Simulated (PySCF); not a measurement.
Cl₂H₂SeSi. Atoms are numbered in the order given.

```xyz
6

Si    -0.4527     0.2480     0.5732
Cl    -2.0349    -0.8201    -0.2130
Cl    -0.5369     2.2123    -0.0692
Se     1.4212    -0.8112    -0.1695
H     -0.5677     0.2698     2.0474
H      2.3053     0.1725     0.4903
```

Geometry optimised at B3LYP-D3(BJ)/def2-SVP. This is a generated structure with no PubChem entry under its InChIKey; it may be hypothetical. Other conformers were not sampled.

Computed with TDA-B3LYP/def2-SVPD (PySCF).

Vertical excitations. 

Computed UV-visible absorptions:
```csv
state,energy (eV),λ (nm),f,main pairs
S1,5.13,242,0.004,HOMO→LUMO 92 %
S2,5.65,219,0.021,HOMO→LUMO+1 92 %
S3,5.93,209,0.016,HOMO→LUMO+2 97 %
S4,6.34,196,0.017,"HOMO→LUMO+3 82 %, HOMO−1→LUMO 13 %"
S5,6.93,179,0.029,"HOMO−1→LUMO 47 %, HOMO→LUMO+4 36 %"
S6,7.09,175,0.023,"HOMO−1→LUMO+1 81 %, HOMO−1→LUMO+2 14 %"
S7,7.15,173,0.084,"HOMO→LUMO+4 49 %, HOMO−1→LUMO 21 %, HOMO−2→LUMO 12 %"
S8,7.19,172,0.024,HOMO−2→LUMO 80 %
S9,7.38,168,0.017,HOMO→LUMO+5 92 %
S10,7.41,167,0.045,"HOMO−1→LUMO+2 52 %, HOMO−3→LUMO 21 %, HOMO−1→LUMO+1 10 %"
T1,4.72,263,0,HOMO→LUMO 92 %
T2,5.19,239,0,HOMO→LUMO+1 84 %
T3,5.81,214,0,HOMO→LUMO+2 89 %
T4,5.94,209,0,"HOMO→LUMO+3 77 %, HOMO−1→LUMO 16 %"
```
Triplets are in the Tamm–Dancoff approximation.
